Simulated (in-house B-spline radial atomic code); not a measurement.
Nd VI (Nd5+): [Ar] (3d3/2)3 (3d5/2)6 4s2 4p6 4d10 4f2 5s2 5p6 (with a hole in an inner shell)

Method: Dirac-Hartree-Fock, average of the jj configuration, Fermi nucleus of rms radius 4.9123 fm. Calculated with a radial B-spline atomic code at the basis-set limit.

Z_r = [3n² - l(l+1)]/(2<r>); Z_e = n√(-2ε); the last column is Slater's effective charge. Values are occupation-weighted means over j. An effective charge above Z reflects the relativistic contraction of the inner shells.

| shell | electrons | ε (eV) | <r> (bohr) | Z_r | Z_e | Slater |
| --- | --- | --- | --- | --- | --- | --- |
| 1s | 2 | -43952 | 0.02363 | 63.49 | 56.84 | 59.70 |
| 2s | 2 | -7330.4 | 0.1003 | 59.80 | 46.42 | 55.85 |
| 2p | 6 | -6576.6 | 0.08851 | 56.49 | 43.97 | 55.85 |
| 3s | 2 | -1720.8 | 0.2635 | 51.23 | 33.74 | 48.75 |
| 3p | 6 | -1475.1 | 0.2614 | 47.81 | 31.24 | 48.75 |
| 3d | 9 | -1131.6 | 0.2397 | 43.80 | 27.36 | 39.20 |
| 4s | 2 | -426.49 | 0.5957 | 40.29 | 22.40 | 33.10 |
| 4p | 6 | -341.4 | 0.6266 | 36.71 | 20.04 | 33.10 |
| 4d | 10 | -214.98 | 0.6784 | 30.95 | 15.90 | 21.85 |
| 5s | 2 | -112.42 | 1.363 | 27.51 | 14.37 | 13.55 |
| 4f | 2 | -87.312 | 0.7969 | 22.59 | 10.13 | 14.65 |
| 5p | 6 | -85.848 | 1.511 | 24.15 | 12.56 | 13.55 |

The least bound orbital is 5p3/2 at -84.38 eV, and it is also the most diffuse (<r> = 1.53 bohr). The part-filled 3d shell lies below the filled 5p shell in orbital energy.

For the 1s electron the small component carries 4.95 % of the norm, the zero-frequency Breit interaction raises the level by 122.5 eV, self-energy by 71.99 eV, and vacuum polarisation lowers it by 11.05 eV.
